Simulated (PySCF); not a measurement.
Electron correlation in Al+ (aluminium, charge +1)

[Ne] 3s2, closed-shell 1S. All numbers are calculated (PySCF 2.14, no relativity, point nucleus, in cc-pV(T+d)Z (5s4p3d1f, 39 functions)). Frozen: [Ne]; 2 electrons correlated.

Total MP2 correlation energy: -27.76 mhartree.

Same-spin part 0.00 and opposite-spin part -27.76 mhartree; SCS-MP2 scales them by 1/3 and 6/5 to -33.31 mhartree.

With two correlated electrons CCSD is exact within the correlated space (frozen core and kept virtual orbitals).

```tsv
level	correlation energy (mhartree)
CCSD	-39.54
```

Diagnostics: T1 = 0.0086, D1 = 0.0122, largest double amplitude 0.111.

Cost of the coupled-cluster step: 0.12 s of wall time on 1 thread of AMD EPYC 7R43 64-Core Processor (shared host), for 2 correlated electrons.
